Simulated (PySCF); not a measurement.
# Two-component Hartree-Fock for Pr⁺ (praseodymium, charge +1)

Start: [Xe] 4f3 6s1; 4f5/2 filled at m_j = +1/2, +3/2, +5/2; 6s1/2 filled at m_j = -1/2. Calculated with PySCF 2.14 in x2c-SVPall-2c (7s10p9d3f1g, 112 functions): generalised Hartree-Fock with the X2C-1e Hamiltonian and a Gaussian nucleus; one run each with spin-orbit coupling (SO) switched off, then screened by Boettger's factors.

```
spinor shell  electrons  ε, spin-free (eV)  ε, screened SO (eV)  weight of nominal j (screened SO)  rms radius, screened SO (bohr)
       1s1/2          2           -42196.4             -42190.3                              1.000                          0.0275
       2s1/2          2            -6904.0              -6902.1                              1.000                           0.111
       2p1/2          2            -6171.7              -6509.6                              1.000                          0.0958
       2p3/2          4            -6171.7              -6023.2                              1.000                           0.102
       3s1/2          2            -1540.0              -1539.4                              1.000                           0.290
       3p1/2          2            -1302.9              -1371.5                              1.000                           0.282
       3p3/2          4            -1302.9              -1272.3                              1.000                           0.294
       3d3/2          4            -969.60              -982.24                              0.999                           0.266
       3d5/2          6            -969.60              -960.49                              0.999                           0.269
       4s1/2          2            -330.28              -330.06                              1.000                           0.661
       4p1/2          2            -250.04              -265.79                              0.988                           0.685
       4p3/2          4            -250.04              -242.85                              0.994                           0.712
       4d3/2          4            -132.11              -137.09                              0.830                           0.783
       4d5/2          6            -132.11              -128.57                              0.887                           0.789
       5s1/2          2            -54.334              -54.289                              1.000                            1.61
       5p1/2          2            -32.470              -35.041                              0.927                            1.84
       5p3/2          4            -32.470              -31.294                              0.964                            1.93
       4f5/2          3            -16.226              -16.247                              0.791                            1.21
       6s1/2          1             -9.894               -9.894                              1.000                            4.56
```

```
   quantity    spin-free  screened SO
E (hartree)  -9230.65024  -9234.94513
        M_J            4            4
       ⟨J²⟩       24.004       23.188
       ⟨L²⟩       42.003       41.811
       ⟨S²⟩        6.001        5.963
```

The determinant has a definite M_J but mixes levels of different J.

Each row is a mean over spinors that exchange with the open shell spreads, by up to 9.325 eV (4d3/2).

Rows whose weight is well below 1 are mixtures of j = l ± 1/2: exchange outweighs spin-orbit coupling there, and the label is only the starting occupation.

Breit and QED terms are absent; they matter most for the inner s and p1/2 levels.

Densities and radii are taken from the X2C orbitals without a picture-change correction, which distorts them close to the nucleus.

Without spin-orbit coupling the j labels of p, d and f shells carry no meaning; the spin-free column gives the mean over the occupied spinors of each nl shell, and its ⟨J²⟩ belongs to a mixture of degenerate components.
